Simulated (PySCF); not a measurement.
Electronic absorption of C6H6O2

Compound: C₆H₆O₂.
Cartesian coordinates in Å at the PBE0-D3(BJ)/def2-SVP level; atoms count from 1:
```
atom  x, y, z in Å
C1     2.4392   -0.1154   -0.3086
C2     0.9599   -0.1635   -0.1815
C3     0.1989   -1.2814   -0.0427
C4    -1.2160   -1.1262    0.0599
C5    -1.7846    0.1072    0.0236
C6    -0.9724    1.2977   -0.1192
O7    -1.3356    2.4383   -0.1569
O8     0.4026    1.0524   -0.2193
H9     2.8737   -1.1205   -0.2496
H10    2.8666    0.5130    0.4881
H11    2.7215    0.3451   -1.2684
H12    0.6707   -2.2625   -0.0137
H13   -1.8462   -2.0129    0.1690
H14   -2.8603    0.2657    0.1003
```

Theory: TDDFT CAM-B3LYP/def2-SVPD, vertical, gas phase, core orbitals frozen in the response in PySCF.

Task: List the vertical singlet excitations with oscillator strengths and describe the spectrum.

Result: 

| state | E (eV) | λ (nm) | f | \|μ\| (D) | main configurations (H = HOMO, L = LUMO) |
| --- | --- | --- | --- | --- | --- |
| S1 | 4.53 | 273.8 | 0.185 | 3.29 | H→L (97%) |
| S2 | 5.15 | 240.6 | 0.0001 | 0.05 | H-1→L (85%), H-1→L+2 (12%) |
| S3 | 6.33 | 196.0 | 0.143 | 2.44 | H→L+2 (87%), H-2→L (11%) |
| S4 | 6.35 | 195.3 | 0.0001 | 0.08 | H→L+1 (90%) |
| S5 | 6.65 | 186.3 | 0.0015 | 0.24 | H-1→L+2 (63%), H-3→L (22%), H-1→L (9%) |
| S6 | 7.14 | 173.7 | 0.0016 | 0.25 | H→L+3 (84%) |

The lowest singlet lies at 4.53 eV (274 nm, ultraviolet) and is strong; its leading configuration is HOMO→LUMO (97%). The lowest level is also the most intense of those listed (f = 0.185). Löwdin shares by element: HOMO carbon 55% or more, oxygen 16% or more (atoms not listed hold the other 28%); LUMO carbon 57% or more, oxygen 10% or more (atoms not listed hold the other 33%). Orbital energies (eV): HOMO-3 -11.74, HOMO-2 -10.99, HOMO-1 -9.58, HOMO -8.07, LUMO -0.65, LUMO+1 1.08, LUMO+2 1.16. Weighted by f, the mean energy of these states is 5.33 eV. The listed states span 2.61 eV, and the widest gap between neighbours is 1.17 eV (S2 to S3). The window holds the lowest 6 singlets.

Cost: about 70 s of CPU time on one thread; the machine was shared, so the figure is rough.
